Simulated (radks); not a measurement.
Values are calculated unless marked as measured or tabulated.
All-electron atom: Ta3+ in [Xe] 4f12 5d3 6s1 (not the ground configuration). Level of theory: Dirac Kohn-Sham, BLYP, spin-unpolarised, spherical densities, finite nucleus; open shells are shared between the two j in proportion to 2j + 1; Fermi nuclear charge, rms radius 5.3507 fm (a radial shooting solver on a logarithmic mesh with Libxc functionals).

Normalised radial functions P(r) = r R(r) (large component), r in bohr:

r,4f5/2
0.001676,0.0000
0.002623,0.0000
0.004105,0.0000
0.006425,0.0000
0.009977,0.0001
0.01562,0.0004
0.02444,0.0022
0.03795,0.0096
0.0594,0.0394
0.09297,0.1394
0.1455,0.3983
0.2259,0.8440
0.3536,1.2627
0.5535,1.2327
0.8594,0.7801
1.345,0.3017
2.105,0.0619
3.295,0.0050
5.117,0.0001
8.008,0.0000

4f5/2: eigenvalue -76.132 eV, 0 radial nodes, <r> = 0.595 bohr, 90 % of the charge inside 0.974 bohr.
